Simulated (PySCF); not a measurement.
A structure optimised at PBE0-D3(BJ)/def2-TZVPD, used in a PySCF frequency run:

```
Ca
F 1 1.9548
```
Charge 0, spin multiplicity 2.

Task: Write its SMILES, formula and point group.

Result: [F][Ca], CaF, C∞v

Task: What are its rotational constants (standard atomic weights)?

Result: 10.261 GHz (linear rotor, B only)
